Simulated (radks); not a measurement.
Excited configurations of Ar IV: one electron is placed in a higher orbital outside [Ne] 3s2 3p2. The ground configuration is [Ne] 3s2 3p3. Method: non-relativistic Kohn-Sham, PBE, spin-polarised, spherical densities, point nucleus; open shells are filled with parallel spins first; computed with a radial shooting solver on a logarithmic mesh with Libxc functionals. Excitation = E - E(ground); binding = E(ion) - E, where the ion is the core of charge +4; n* = 4/sqrt(2 binding) in atomic units, and the quantum defect is n - n*.

[
 {"outer orbital": "4s", "excitation (eV)": "30.829", "binding (eV)": "28.366", "n*": "2.770", "quantum defect": "1.230", "<r> (bohr)": "2.981"},
 {"outer orbital": "4p", "excitation (eV)": "35.160", "binding (eV)": "24.035", "n*": "3.010", "quantum defect": "0.990", "<r> (bohr)": "3.294"},
 {"outer orbital": "4d", "excitation (eV)": "41.232", "binding (eV)": "17.963", "n*": "3.481", "quantum defect": "0.519", "<r> (bohr)": "3.953"},
 {"outer orbital": "5s", "excitation (eV)": "43.558", "binding (eV)": "15.637", "n*": "3.731", "quantum defect": "1.269", "<r> (bohr)": "5.398"},
 {"outer orbital": "5p", "excitation (eV)": "45.364", "binding (eV)": "13.831", "n*": "3.967", "quantum defect": "1.033", "<r> (bohr)": "5.878"},
 {"outer orbital": "5d", "excitation (eV)": "48.054", "binding (eV)": "11.141", "n*": "4.420", "quantum defect": "0.580", "<r> (bohr)": "6.835"},
 {"outer orbital": "5f", "excitation (eV)": "49.545", "binding (eV)": "9.650", "n*": "4.750", "quantum defect": "0.250", "<r> (bohr)": "7.149"},
 {"outer orbital": "6p", "excitation (eV)": "50.221", "binding (eV)": "8.974", "n*": "4.925", "quantum defect": "1.075", "<r> (bohr)": "9.155"},
 {"outer orbital": "6d", "excitation (eV)": "51.631", "binding (eV)": "7.564", "n*": "5.365", "quantum defect": "0.635", "<r> (bohr)": "10.42"},
 {"outer orbital": "7p", "excitation (eV)": "52.895", "binding (eV)": "6.300", "n*": "5.878", "quantum defect": "1.122", "<r> (bohr)": "13.15"}
]

The Delta-SCF ionisation energy is 59.195 eV (NIST Atomic Spectra Database: 59.6 eV, semi-empirical). Self-interaction in the functional shifts the binding energies and quantum defects, so they are the method's values and not measured ones. Open shells are spherical and high-spin; term and fine-structure splittings are not resolved.
